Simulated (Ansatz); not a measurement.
C4H6Si, charge -1, doublet (typed; the unrestricted solution is spin-contaminated), geometry from GFN2-xTB (a state made from the parent by changing its charge; the spin is typed, not shown lowest) (a gas-phase anion, which may not be bound at this level); CCSD(T)/STO-3G in Ansatz (an electronic-structure program).

Here is a job for Ansatz.
Ansatz 0.2 input:
```yaml
crystal:
  periodic: [false, false, false]
  atoms:
    - {symbol: C, position_ang: [-1.23510431, 0.76204970, -0.41109720]}
    - {symbol: C, position_ang: [0.04736362, 1.26807139, -0.28472306]}
    - {symbol: Si, position_ang: [1.19340311, -0.07161919, 0.24325478]}
    - {symbol: C, position_ang: [-0.21341171, -1.25810642, 0.25087701]}
    - {symbol: C, position_ang: [-1.37625835, -0.60533511, -0.12118435]}
    - {symbol: H, position_ang: [-2.08793344, 1.37087101, -0.71409621]}
    - {symbol: H, position_ang: [0.26664660, 2.31268264, -0.48503378]}
    - {symbol: H, position_ang: [1.95641833, 0.12605762, 1.54710508]}
    - {symbol: H, position_ang: [2.37636754, -0.38607924, -0.66394090]}
    - {symbol: H, position_ang: [-0.21116985, -2.31601195, 0.49634177]}
    - {symbol: H, position_ang: [-2.34350829, -1.10492880, -0.18917728]}
basis:
  gaussian:
    orbitals: STO-3G
total_charge: -1
magnetization: {spin_polarized: true, initial_magnetization: 1}
correlation: {method: ccsd_t}
```

It wrote (shortened):

```
Functional definition: HF
465 factors; integrals over basis functions are off by at most 3.3e-5 eV
mean field evaluation 1: about -11929.5924 eV, gradient 1.2e1 eV
mean field evaluation 2: about -11929.7834 eV, gradient 1.2e1 eV
mean field evaluation 4: about -11931.0322 eV, gradient 1.9e0 eV
mean field evaluation 8: about -11931.1828 eV, gradient 1.0e-1 eV
mean field evaluation 16: about -11930.7061 eV, gradient 3.7e0 eV
mean field -11931.18157240 eV, -438.4628355403 hartree, gradient 1.8e-6 eV, S^2 0.881897; 2 other end points of the search recorded, 0 dependent functions left out
9 core orbitals not correlated
reference -11931.18157240 eV, -438.4628355403 hartree; 14, 13 occupied and 12, 13 virtual orbitals, 465 factors
second order -6.60307811 eV of doubles, -0.00000000 eV of singles
cycle   1  -7.74178856 eV  change    -1.1e0 eV  update   1.0e-1
cycle   2  -8.38015014 eV  change   -6.4e-1 eV  update   4.8e-2
cycle   3  -8.48711345 eV  change   -1.1e-1 eV  update   2.1e-2
cycle   4  -8.49258499 eV  change   -5.5e-3 eV  update   9.7e-3
cycle   5  -8.49256982 eV  change    1.5e-5 eV  update   3.0e-3
cycle   6  -8.49156131 eV  change    1.0e-3 eV  update   1.1e-3
cycle   7  -8.49172424 eV  change   -1.6e-4 eV  update   3.5e-4
cycle   8  -8.49204357 eV  change   -3.2e-4 eV  update   1.1e-4
cycle   9  -8.49204332 eV  change    2.5e-7 eV  update   4.0e-5
cycle  10  -8.49203862 eV  change    4.7e-6 eV  update   1.3e-5
perturbative correction -0.17500447 eV, -0.0064312955 hartree
Total energy: -11939.84861548 eV, -438.7813434988 hartree
```
